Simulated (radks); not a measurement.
The numbers below are computed, except where a source is named.
Q: The mean radii <r> (bohr) of the occupied orbitals of an atom or ion are listed with their occupations. Code: a radial shooting solver on a logarithmic mesh with Libxc functionals. Model: non-relativistic Kohn-Sham, PBEsol, spin-polarised, spherical densities, point nucleus.

orbital  occ.      <r>
1s          2  0.05116
2s          2   0.2291
2p          6   0.1992
3s          2   0.6178
3p          6   0.6133
4s          2    1.323

Name the element and its charge. Open shells, if any, are filled with parallel spins first.

A: Z = 30, zinc, charge +10: Zn10+ in [Ar] 4s2. The 1s radius gives Z: for a bare nucleus <r> = 1.5/Z, 0.05 bohr for Z = 30, and screening makes it slightly larger (0.05116 here). The occupations add up to 20, and the charge is Z minus that.
